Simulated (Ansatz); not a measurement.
Geometry optimisation, RKS B3LYP-D4/6-31G (Ansatz).

The input (input.yaml):

```yaml
crystal:
  periodic: [false, false, false]
  atoms:
    - { symbol: "N", position_ang: [0.2077, 1.3231, 1.7104] }
    - { symbol: C, position_ang: [-0.1906, 0.0368, 1.1962] }
    - { symbol: C, position_ang: [0.4826, -0.2387, -0.1528] }
    - { symbol: Al, position_ang: [0.3728, -2.1507, -0.668] }
    - { symbol: Si, position_ang: [-0.1708, 0.801, -1.5557] }
    - { symbol: H, position_ang: [-0.1448, 1.4366, 2.6965] }
    - { symbol: H, position_ang: [-0.3878, 2.0779, 1.1898] }
    - { symbol: H, position_ang: [0.1858, -0.6986, 1.9364] }
    - { symbol: H, position_ang: [-1.2873, -0.0379, 1.1309] }
    - { symbol: H, position_ang: [1.6058, -0.0398, -0.0169] }
    - { symbol: H, position_ang: [-1.1725, -2.7551, -0.89] }
    - { symbol: H, position_ang: [1.6048, -3.0816, -0.8238] }
    - { symbol: H, position_ang: [0.0347, 2.2576, -1.2879] }
    - { symbol: H, position_ang: [0.4602, 0.4514, -2.7828] }
    - { symbol: H, position_ang: [-1.6224, 0.5672, -1.653] }
basis:
  gaussian: { orbitals: "6-31G" }
hamiltonian:
  xc: b3lyp
  dispersion: d4
relax:
  f_tol: 0.02
  max_steps: 50
output:
  orbitals: {}
```

Run as:

```bash
$ ansatz run input.yaml --threads 1 --pin off --max-ram 2048MiB --backend cpu --events-out ev --progress --plain --runs-dir out
```

Where does it end, and by what steps?

It converged. Limits of this set-up: no polarisation functions. After 21 steps the energy has fallen by 0.539 eV; H11 moved furthest, 1.29 Å.

| step | energy less start (eV) | largest force component (eV/Å) | accepted |
| --- | --- | --- | --- |
| 0 | 0.0000 | 3.282 | yes |
| 1 | -0.4036 | 1.221 | yes |
| 2 | -0.4819 | 0.379 | yes |
| 3 | -0.4740 | 0.419 | no |
| 4 | -0.4998 | 0.191 | yes |
| 5 | -0.5059 | 0.062 | yes |
| 6 | -0.5105 | 0.168 | yes |
| 7 | -0.5137 | 0.258 | yes |
| 8 | -0.5256 | 0.108 | yes |
| 9 | -0.4931 | 0.411 | no |
| 10 | -0.5309 | 0.039 | yes |
| 11 | -0.5329 | 0.045 | yes |
| 12 | -0.5338 | 0.079 | yes |
| 13 | -0.5347 | 0.052 | yes |
| 14 | -0.5352 | 0.134 | yes |
| 15 | -0.5367 | 0.024 | yes |
| 16 | -0.5375 | 0.057 | yes |
| 17 | -0.5380 | 0.032 | yes |
| 18 | -0.5386 | 0.028 | yes |
| 19 | -0.5389 | 0.039 | yes |
| 20 | -0.5386 | 0.059 | no |
| 21 | -0.5391 | 0.018 | yes |

```xyz
15
Properties=species:S:1:pos:R:3
N 0.055 1.339 1.745
C -0.322 0.029 1.212
C 0.445 -0.304 -0.091
Al 0.289 -2.206 -0.622
Si -0.045 0.840 -1.561
H -0.196 1.507 2.711
H -0.140 2.132 1.146
H -0.075 -0.709 1.987
H -1.409 -0.084 1.024
H 1.516 -0.103 0.086
H -0.671 -3.184 0.218
H 1.122 -2.774 -1.872
H 0.037 2.306 -1.222
H 0.841 0.592 -2.750
H -1.469 0.568 -1.982
```

Time of the run: 3.6 min on 1 thread of Arm Neoverse N1, with other jobs on the host, peak memory 0.2 GiB.
